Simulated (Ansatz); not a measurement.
The same path of C₂H₃BFNO (9 atoms, charge 0, multiplicity 1) was run twice with different band settings. The coordinate that changes most is the dihedral H8–N1–C2–C3.

All numbers below come from RKS PBE/6-31G (Ansatz).

Relaxed end points:

```xyz
9
Properties=species:S:1:pos:R:3
N 0.574 -1.326 -0.711
C 0.253 -0.056 -0.353
C -0.446 0.703 0.603
O -1.217 0.591 1.739
B 0.238 1.443 -0.464
F 0.616 2.587 -1.118
H 1.146 -1.492 -1.531
H 0.267 -2.142 -0.190
H -1.343 -0.354 2.007
```

```xyz
9
Properties=species:S:1:pos:R:3
N 0.573 -1.326 -0.712
C 0.252 -0.056 -0.352
C -0.446 0.702 0.604
O -1.213 0.591 1.743
B 0.237 1.444 -0.463
F 0.614 2.586 -1.121
H 0.271 -2.142 -0.190
H 1.143 -1.490 -1.534
H -1.341 -0.355 2.009
```

Common settings: climbing image yes; spring 5.0 eV/Å²; optimiser quadratic models (default); start path IDPP; force threshold 0.05 eV/Å; iteration limit 60; end points relaxed.

| run | movable images |
| --- | --- |
| 1 | 5 |
| 2 | 1 |

(1) What does each run give, and how far can it be trusted?

Results:

(1) Run 1: converged after 6 iterations, highest image 0.594 eV above the first end. A vibrational analysis at the climbing image gives one clearly imaginary mode, 430i cm⁻¹: a first-order saddle point.
Run 2: converged after 5 iterations, highest image 0.595 eV above the first end. The dihedral H8–N1–C2–C3 jumps by 114° between images 0 and 1, so the path isn't resolved there. Another band between the same ends (5 images) ends at a top of the same energy, where a vibrational analysis finds 1 clearly imaginary mode. So few images can step over the top or miss a turn of the path.
Limits of this set-up: no polarisation functions.
